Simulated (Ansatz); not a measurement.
`BCC(C)O`. Total charge 0; spin multiplicity 1. Geometry: relaxed with PBE0-D4/def2-TZVP. It is one conformer, not always the lowest.

```xyz
14

B    -0.180    1.412   -1.661
C    -0.226    0.945   -0.181
C     0.237   -0.477    0.061
C     0.246   -0.870    1.525
O    -0.657   -1.296   -0.682
H    -0.851    2.332   -2.036
H     0.589    0.911   -2.432
H    -1.207    1.107    0.282
H     0.452    1.646    0.339
H     1.254   -0.584   -0.347
H    -0.754   -0.760    1.952
H     0.938   -0.242    2.093
H     0.561   -1.910    1.654
H    -0.401   -2.214   -0.567
```

(1) What is the dipole moment at ωB97M-V/def2-TZVPP? (Estimate.)

(2) And with PBE, r2SCAN, B3LYP? (An estimate is asked.)

(3) Give the Mulliken charges with ωB97M-V, PBE, r2SCAN in def2-TZVPP. (Best estimate.)

## Answers

(1) Computed: 2.03 D, with components (1.15, -0.71, 1.51) D in this frame, pointing from negative to positive charge.

(2) Computed: PBE 2.01 D, r2SCAN 2.02 D, B3LYP 2.01 D.

(3) The calculation gave: 
```csv
atom,ωB97M-V,PBE,r2SCAN
B1,-0.16,-0.06,0.01
C2,-0.18,-0.13,-0.10
C3,0.09,0.14,0.25
C4,-0.30,-0.25,-0.16
O5,-0.32,-0.30,-0.37
H6,0.07,0.02,0.00
H7,0.06,0.01,-0.01
H8,0.11,0.08,0.05
H9,0.09,0.07,0.04
H10,0.08,0.05,0.00
H11,0.11,0.08,0.05
H12,0.09,0.07,0.03
H13,0.09,0.06,0.03
H14,0.16,0.17,0.19
```

B3LYP here is the variant with VWN-RPA as its local correlation; programs differ in this.
